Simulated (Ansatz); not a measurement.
`[SiH3]COCS` + `OB(O)O` → `OB(O)OC[SiH3]` + `OCS`  (substitution at a C–O bond)

Gas-phase electronic energies from Ansatz, PBE0-D4/def2-TZVP geometries. CCSD(T)/CBS is the MP2 limit (def2-TZVPP, def2-QZVPP) plus CCSD(T) − MP2 in def2-TZVPP, frozen cores. This one scheme is used for every species. Functionals use def2-TZVPP. One conformer a species, not always the lowest.

`[SiH3]COCS`:

Z-matrix (Å, degrees):
```
Si
C 1 1.886
H 1 1.485 2 110.5
H 1 1.488 2 108.0 3 -119.4
H 1 1.485 2 110.3 3 121.2
O 2 1.415 1 108.8 3 -59.9
H 2 1.101 1 110.1 3 61.3
H 2 1.099 1 109.9 3 178.9
C 6 1.390 2 114.2 1 -179.1
S 9 1.820 6 115.4 2 68.7
H 9 1.098 6 111.6 2 -50.3
H 9 1.089 6 107.0 2 -169.6
H 10 1.342 9 96.0 6 69.0
```

`OB(O)O`:

```xyz
7

O    -0.595   -1.200   -0.267
B     0.000    0.000    0.000
O     0.048    0.968   -0.963
O     0.547    0.233    1.230
H    -0.940   -1.243   -1.162
H     0.490    1.763   -0.656
H     0.450   -0.520    1.818
```

`OB(O)OC[SiH3]`:

Cartesian coordinates in Å:
```
O -2.197 -0.685 -0.841
B -0.968 -0.443 -1.401
O -0.808 -0.587 -2.743
O 0.137 -0.058 -0.693
C 0.081 0.119 0.709
Si 1.790 0.646 1.326
H -2.229 -0.561 0.110
H -1.623 -0.857 -3.171
H -0.213 -0.811 1.218
H -0.653 0.890 0.986
H 1.712 0.825 2.802
H 2.788 -0.405 1.007
H 2.184 1.928 0.691
```

`OCS`:

Z-matrix (Å, degrees):
```
C
S 1 1.793
O 1 1.405 2 110.6
H 1 1.095 2 109.2 3 123.4
H 1 1.097 2 104.5 3 -120.8
H 2 1.343 1 96.4 3 -70.0
H 3 0.962 1 108.1 2 177.5
```

| species | PBE-D4 energy (Eh) |
| --- | --- |
| `[SiH3]COCS` | -843.48270 |
| `OB(O)O` | -252.33267 |
| `OB(O)OC[SiH3]` | -582.12491 |
| `OCS` | -513.67322 |

Question: Work out ΔE.

Answer: ΔE = (-582.12491) + (-513.67322) − (-843.48270) − (-252.33267) = 0.01724 Eh = +10.8 kcal/mol. CCSD(T)/CBS gives +10.4 kcal/mol.

Largest T1 diagnostic among the species: 0.012.

In def2-TZVPP, CCSD(T) changes the Hartree–Fock value by +1.0 kcal/mol (the triples alone add +0.3 kcal/mol) and MP2 by +1.7 kcal/mol.
